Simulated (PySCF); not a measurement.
SnHFBr₂, SMILES [Br][SnH]([F])[Br]. The structure is a stationary point at r2SCAN-D4/def2-SVP. The structure was generated by enumeration; whether it is a known compound was not checked. The def2 effective core potentials stand for the cores of Sn; spin–orbit coupling is left out.

Task: Give the equilibrium geometry at r2SCAN-D4/def2-SVP (PySCF confirms it by a frequency run) as bond lengths and angles, and its point group. (The exact figures need the calculation; the answer reports its results.)

Result: point group Cs.
Atoms: Sn1 F2 Br3 Br4 H5. Bonded distances (Å): Sn1–F2 1.932, Sn1–Br3 2.471, Sn1–Br4 2.471, Sn1–H5 1.703. Angles (°): F2–Sn1–Br3 106.0, F2–Sn1–Br4 106.0, F2–Sn1–H5 108.2, Br3–Sn1–Br4 109.6, Br3–Sn1–H5 113.3, Br4–Sn1–H5 113.3.
Charge 0, spin multiplicity 1.
